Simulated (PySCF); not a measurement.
**Bond length, frequency and bond energy of AuSe by level of theory**

State: ²Π (doublet), unpaired electrons π ↑. Set-up: basis Au def2-TZVPP with ECP60, Se def2-TZVPP; scalar-relativistic core potentials; PySCF 2.14. De refers to Au (5d10 6s1) + Se in their high-spin ground configurations, without counterpoise correction. The functionals are run spin-unrestricted. A positive dipole means Au(−)Se(+).

| Level | Re (Å) | ωe (cm⁻¹) | De (eV) | μ (D) |
| --- | --- | --- | --- | --- |
| UHF | 2.414 | 226 | n/a | -4.18 |
| UHF-MP2 | 2.266 | 284 | n/a | n/a |
| UHF-SCS-MP2 | 2.292 | 271 | n/a | n/a |
| PBE | 2.317 | 257 | 2.68 | -1.87 |
| r²SCAN | 2.300 | 266 | 2.66 | -2.17 |
| M06-L | 2.343 | 247 | 2.47 | -2.38 |
| B3LYP | 2.343 | 244 | 2.29 | -2.14 |
| PBE0 | 2.317 | 256 | 2.40 | -2.41 |
| M06-2X | 2.340 | 239 | 1.97 | -2.82 |
| ωB97X-V | 2.323 | 257 | 2.37 | -2.99 |
| B2PLYP | 2.318 | 256 | 2.33 | -2.88 |

(1) What does a quarter of exact exchange do here, going from PBE to PBE0?

(2) What does the step from GGA to meta-GGA do here, going from PBE to r²SCAN?

(3) What does second-order correlation do here, going from UHF to UHF-MP2?

Correlated steps freeze 9 core orbitals. Spin–orbit coupling is left out, which matters for elements this heavy, above all for dissociation energies. B2PLYP dipoles, levels and charges come from its SCF part alone. The state is the lowest single determinant that the PBE0 search found; with open d or f shells the true ground state can be another one.

The whole job (state search and all levels along the bond) took about 12 min on 2 threads of Arm Neoverse V1 (shared host), peak memory 4.2 GiB.

## Answers

(1) PBE0 less PBE: +0.0 pm in Re, -0.4 % in ωe, -0.28 eV in De. Exact exchange removes part of the self-interaction that spreads semilocal densities, and in most molecules shortens and stiffens the bond and lowers De; so it does here.

(2) r²SCAN less PBE: -1.7 pm in Re, +3.5 % in ωe, -0.02 eV in De. 

(3) UHF-MP2 less UHF: -14.8 pm in Re, +25.7 % in ωe. Correlation nearly always deepens the well. The bond shortens, as in weak, metallic or heavy-atom bonds, where dispersion and the correlation of outer-core electrons pull the atoms together.
